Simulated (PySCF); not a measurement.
Identify the compound

The spectra below were simulated for a compound C6H12F2.

$^{1}$H NMR (400 MHz, computed): δ 1.51 (m, 3H), 1.01 (s, 9H).

$^{13}$C{$^{1}$H} NMR (computed): δ 130.0 (C), 39.1 (C), 25.6 (CH3), 20.8 (CH3).

- shieldings: GIAO CAM-B3LYP/pcSseg-1
- coordinates at the PBE0-D3(BJ)/def2-SVP level
- program: PySCF 2.14.0 with density-fitted response routines
- no solvent, single conformer, non-relativistic, averaged over atoms made equivalent by symmetry, fast rotation or ring inversion

δ = σ(ref) − σ, references computed at the same level: $^{1}$H (σ = 31.33 ppm) and $^{13}$C (σ = 182.45 ppm) vs TMS.

What is the structure?

Results:


Rings plus π bonds: 0. 4 carbon signals for 6 carbons: some carbons are equivalent by symmetry or fast rotation. Carbon types of the structure: 2 × C, 4 × CH3, which accounts for all hydrogens. δC 130.0: fully substituted sp3 carbon bonded to 2 F; 2 electronegative neighbours deshield it. δC 39.1: quaternary sp3 carbon; aliphatic region, no heteroatom directly attached. δC 25.6, 20.8: methyl carbon; saturated and bonded to C and H only. δH 1.51, 1.01: hydrogen on a methyl carbon.

Structure: `CC(C)(C)C(C)(F)F`.

The data come from this structure; uniqueness wasn't tested.

Splittings by $^{19}$F in the carbon and heteronuclear signals aren't shown, as no couplings were computed. Shifts are as computed, not scaled to solution data. Of 1211 compounds with measured shifts, 218 miss one by over three times the rms of a fit or turn the order of signals round; such compounds aren't used in these exercises. No couplings were computed; multiplicities are counted from neighbouring protons, with m where these are inequivalent, close in shift, in a saturated or five-membered ring or joined by F or P, and br s for small geminal =CH2 splittings.
